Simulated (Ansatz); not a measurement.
Energy difference R1 → P1 + P2, each structure at its B3LYP-D3(BJ)/def2-TZVP stationary point, reached from a drawn start (curvature not checked).
R1, Cl2Cu (SMILES [Cl][Cu][Cl]) (charge 0, multiplicity 2):
```csv
atom,x (Å),y (Å),z (Å)
Cu,0.0000,0.0001,-0.0018
Cl,2.0797,-0.0037,0.0092
Cl,-2.0797,0.0036,-0.0074
```
P1: ClCu (SMILES [Cl][Cu]), charge 0, multiplicity 1.
P2: Cl atom, charge 0, multiplicity 2.

P less R. No zero-point or thermal terms; singlets are restricted closed shells; open shells are unrestricted; no spin–orbit coupling. The spin states of the d-block species are the ones drawn and need not be the lowest.

Frozen-core correlation throughout.

Programs: Ansatz (Gaussian basis) for Hartree–Fock, density functionals and correlated methods. No computed number here is a measurement.

One of these levels gives 2.436 eV for the reaction energy. Which one is it?
A. SCS-MP2/def2-SVP
B. B3LYP/def2-TZVPP
C. BLYP/def2-TZVPP
D. B2PLYP/def2-TZVPP

B, B3LYP/def2-TZVPP. The others give 2.712 (BLYP/def2-TZVPP), 1.822 (B2PLYP/def2-TZVPP), 1.375 (SCS-MP2/def2-SVP)

Ansatz is a quantum-chemistry and plane-wave program.
